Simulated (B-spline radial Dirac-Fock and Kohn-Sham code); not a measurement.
# Auger decay of the L1 hole in Re⁷⁺

System: Re⁷⁺ in the configuration 1s2 2s2 2p6 3s2 3p6 3d10 4s2 4p6 4d10 4f14 5s2 5p6.

Method: one-electron (LDA, Dirac) transition rates at Dirac-Fock energies. Computed with a radial atomic solver. Kinetic energies are configuration averages from the vacuum level; the two-hole energies are estimated from single-hole states.

```
transition  kinetic energy (eV)  width (meV)  share (%)
   L1-L2N5                161.1         89.1        1.9
   L1-L2N6                390.5          181        3.8
   L1-L2N7                393.2          240        5.1
   L1-L3N1               1213.1          253        5.4
   L1-L3N2               1318.9          106        2.2
   L1-L3N3               1395.1          156        3.3
   L1-L3N4               1570.4          369        7.8
   L1-L3N5               1585.4          455        9.6
   L1-L3N6               1813.7          298        6.3
   L1-L3N7               1816.5          371        7.9
   L1-M1M2               6739.1          126        2.7
   L1-M1M3               7055.0          211        4.5
   L1-M1M4               7464.1          167        3.5
   L1-M1M5               7531.6          219        4.7
   L1-M4M5               8511.5          316        6.7
   L1-M5M5               8580.5         85.5        1.8
```

Coster-Kronig rates are the weakest part of this model and often come out 1.5 to 2.5 times too large. The listed channels hold 77 % of the non-radiative rate. Summed by principal shells, of 4.72 eV in all: LLN 54.8 %, LMM 28.2 %, LMN 10.5 %, LLO 4.4 %, LMO 0.9 %, LNN 0.9 %.
